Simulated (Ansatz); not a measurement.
Cost and result for the atomization energy of `[NH2][SnH]([OH])[Cl]` (8 atoms, 7 bonds).

```xyz
8

N     0.0013   -1.4926   -0.5533
Sn   -0.1866    0.1889    0.5067
O    -0.9562    1.4544   -0.7588
Cl    1.8557    1.1606    1.1223
H     0.4659   -2.2506   -0.0711
H     0.4560   -1.3503   -1.4462
H    -1.1056   -0.0251    1.9156
H    -0.5305    2.3146   -0.7152
```

Charge 0, multiplicity 1. Correlated methods include outer-core shells of Sn, which these sets cover unevenly. Sn takes the def2 core potential. All single points use the PBE0-D4/def2-TZVP geometry. It is one conformer, not always the lowest. Program: Ansatz. All runs use 4 threads of a server CPU on a shared host. Times are those of one run each, without the atoms' runs, and a repeat can differ threefold. Electronic energies, without spin–orbit coupling; frozen cores. CCSD(T)/CBS adds CCSD(T) − MP2 in def2-TZVPP to the MP2 limit, and its time is that of the two runs behind it. T1 = 0.013. With those shells the extrapolation isn't a true limit. B3LYP takes the VWN-RPA correlation (the form of Gaussian; ORCA's B3LYP/G). HSE06 is the plane-wave form, built on full-range PBE exchange.

CCSD(T)/CBS is a level of theory with its own doubt, some kJ/mol a heavy atom from the limit and from the frozen cores, so smaller differences don't rank the functionals.

```json
{"level": "LDA (SPW92)/def2-TZVPP", "functions": "210", "wall time": "1.2 s", "atomization (kJ/mol)": "2844.1", "difference from CCSD(T)/CBS": "368.4", "per bond": "52.6"}
{"level": "revPBE-D4/def2-TZVPP", "functions": "210", "wall time": "1.9 s", "atomization (kJ/mol)": "2406.7", "difference from CCSD(T)/CBS": "-69.0", "per bond": "-9.9"}
{"level": "BLYP-D4/def2-TZVPP", "functions": "210", "wall time": "1.9 s", "atomization (kJ/mol)": "2441.3", "difference from CCSD(T)/CBS": "-34.4", "per bond": "-4.9"}
{"level": "BHLYP-D4/def2-TZVPP", "functions": "210", "wall time": "2.8 s", "atomization (kJ/mol)": "2329.7", "difference from CCSD(T)/CBS": "-146.0", "per bond": "-20.9"}
{"level": "PBE0-D4/def2-TZVPP", "functions": "210", "wall time": "2.9 s", "atomization (kJ/mol)": "2414.4", "difference from CCSD(T)/CBS": "-61.3", "per bond": "-8.8"}
{"level": "HSE06-D4/def2-TZVPP", "functions": "210", "wall time": "2.9 s", "atomization (kJ/mol)": "2415.7", "difference from CCSD(T)/CBS": "-60.0", "per bond": "-8.6"}
{"level": "CCSD(T)/def2-SVP", "functions": "92", "wall time": "3.9 s", "atomization (kJ/mol)": "2200.2", "difference from CCSD(T)/CBS": "-275.5", "per bond": "-39.3"}
{"level": "B3LYP-D4/def2-TZVPP (with forces)", "functions": "210", "wall time": "4 s", "atomization (kJ/mol)": "2427.7", "difference from CCSD(T)/CBS": "-48.0", "per bond": "-6.9"}
{"level": "B97M-V/def2-TZVPP", "functions": "210", "wall time": "6.5 s", "atomization (kJ/mol)": "2469.5", "difference from CCSD(T)/CBS": "-6.2", "per bond": "-0.9"}
{"level": "ωB97X-V/def2-TZVPP", "functions": "210", "wall time": "6.5 s", "atomization (kJ/mol)": "2464.1", "difference from CCSD(T)/CBS": "-11.6", "per bond": "-1.6"}
{"level": "MP2/def2-QZVPP", "functions": "386", "wall time": "15 s", "atomization (kJ/mol)": "2471.8", "difference from CCSD(T)/CBS": "-3.9", "per bond": "-0.6"}
{"level": "CCSD(T)/def2-TZVPP", "functions": "210", "wall time": "70 s", "atomization (kJ/mol)": "2372.5", "difference from CCSD(T)/CBS": "-103.2", "per bond": "-14.7"}
{"level": "CCSD(T)/CBS(def2)", "functions": "–", "wall time": "85 s", "atomization (kJ/mol)": "2475.7", "difference from CCSD(T)/CBS": "0.0", "per bond": "0.0"}
```

From BLYP to BHLYP (50 % exact exchange), in def2-TZVPP and without D4, the atomization energy moves by −99.5 kJ/mol: exact exchange takes away binding that semilocal exchange gives to molecules. In def2-TZVPP, CCSD(T) changes the Hartree–Fock value by +788.9 kJ/mol (the triples alone add +50.8 kJ/mol) and MP2 by +825.7 kJ/mol; breaking electron pairs costs correlation energy, which Hartree–Fock lacks. The D4 term adds +27.4 kJ/mol with B3LYP and +14.4 kJ/mol with PBE0; it sums over pairs of atoms, weighted by their polarisabilities, and B3LYP, whose exchange is more repulsive, gets the larger term.

Spin–orbit coupling would lower the free Sn atoms strongly, and the atomization energy with them, by more than many differences here. For some Ge, Se and Sn compounds the MP2-based and the directly extrapolated limit differ by 10 to 25 kJ/mol.
